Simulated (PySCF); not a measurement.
Compound: C₇H₁₁ClO.
Numbering: `[CH3:1]/[CH:2]=[C:3](\[C:4](=[O:5])[Cl:6])[CH:7]([CH3:8])[CH3:9]` (hydrogens: H10, H11, H12 on C1; H13 on C2; H14 on C7; H15, H16, H17 on C8; H18, H19, H20 on C9)

The same species was optimised twice, with GFN2-xTB and with PBE0-D3(BJ)/def2-SVP (PySCF), and the same property calculations (PySCF, gas phase) were run on both structures.

```tsv
coordinate	GFN2-xTB	PBE0-D3(BJ)/def2-SVP	change
C3–C4 (Å)	1.468	1.487	+0.019
C2=C3 (Å)	1.331	1.342	+0.011
C4–Cl6 (Å)	1.792	1.802	+0.010
C3–C7 (Å)	1.517	1.519	+0.002
C7–C8 (Å)	1.529	1.528	-0.001
C4=O5 (Å)	1.185	1.186	+0.001
C1–C2 (Å)	1.489	1.489	0.000
C7–C9 (Å)	1.529	1.529	0.000
C3–C4–O5 (°)	129.6	126.9	-2.7
C1–C2–C3 (°)	126.9	128.9	+2.0
C3–C4–Cl6 (°)	111.6	113.5	+1.9
C3–C7–C9 (°)	110.8	112.3	+1.5
C3–C7–C8 (°)	110.4	111.5	+1.1
C8–C7–C9 (°)	110.8	111.6	+0.8
O5–C4–Cl6 (°)	118.7	119.4	+0.7
C4–C3–C7 (°)	114.2	114.7	+0.5
C2–C3–C4–O5 (°)	-121	-124	-3
C2–C3–C7–C8 (°)	-126	-127	-1
```

Rotational constants: A = 1668, B = 1102, C = 888.5 MHz (GFN2-xTB) against A = 1661, B = 1070, C = 852.1 MHz (PBE0-D3(BJ)/def2-SVP). Point groups within 0.08 Å: C1 and C1. Atoms that the bonding makes alike are paired by their places after alignment.

On the GFN2-xTB structure: HOMO (eV) -7.60 [PBE0/pcSseg-1]; LUMO (eV) -1.48 [PBE0/pcSseg-1]; dipole (D) 3.20 [PBE0/pcSseg-1]; GIAO shielding of C1 (ppm) 166.6 [PBE0/pcSseg-1]; GIAO shielding of C2 (ppm) 47.7 [PBE0/pcSseg-1]; GIAO shielding of C3 (ppm) 32.7 [PBE0/pcSseg-1]; GIAO shielding of C4 (ppm) 5.6 [PBE0/pcSseg-1]; GIAO shielding of O5 (ppm) -273.2 [PBE0/pcSseg-1]; GIAO shielding of Cl6 (ppm) 399.0 [PBE0/pcSseg-1]; GIAO shielding of C7 (ppm) 143.3 [PBE0/pcSseg-1]; GIAO shielding of C8/C9 (mean) (ppm) 163.2 [PBE0/pcSseg-1].

Task: What do these properties become on the PBE0-D3(BJ)/def2-SVP structure?

Result: 
```csv
property,level,on GFN2-xTB,on PBE0-D3(BJ)/def2-SVP,change
HOMO (eV),PBE0/pcSseg-1,-7.60,-7.63,-0.03
LUMO (eV),PBE0/pcSseg-1,-1.48,-1.51,-0.03
dipole (D),PBE0/pcSseg-1,3.20,3.22,+0.02
"energy, GFN2-xTB geometry as zero (kcal/mol)",PBE0/pcSseg-1,0.0,-1.2,-1.2
GIAO shielding of C1 (ppm),PBE0/pcSseg-1,166.6,165.7,-0.9
GIAO shielding of C2 (ppm),PBE0/pcSseg-1,47.7,43.6,-4.1
GIAO shielding of C3 (ppm),PBE0/pcSseg-1,32.7,30.2,-2.5
GIAO shielding of C4 (ppm),PBE0/pcSseg-1,5.6,5.7,+0.1
GIAO shielding of O5 (ppm),PBE0/pcSseg-1,-273.2,-271.3,+1.9
GIAO shielding of Cl6 (ppm),PBE0/pcSseg-1,399.0,403.7,+4.7
GIAO shielding of C7 (ppm),PBE0/pcSseg-1,143.3,141.6,-1.7
GIAO shielding of C8/C9 (mean) (ppm),PBE0/pcSseg-1,163.2,161.3,-1.9
```

The heavy atoms differ by 0.059 Å rms after alignment. Among bonds between heavy atoms C3–C4 changes most (+0.019 Å). Changes are differences of the printed values. Neither structure is proved a minimum here.

Conformer computed: `[CH3:1]/[CH:2]=[C:3](\[C:4](=[O:5])[Cl:6])[CH:7]([CH3:8])[CH3:9]`: C2–C3–C4–O5 -124°, C2–C3–C7–C8 -127°.
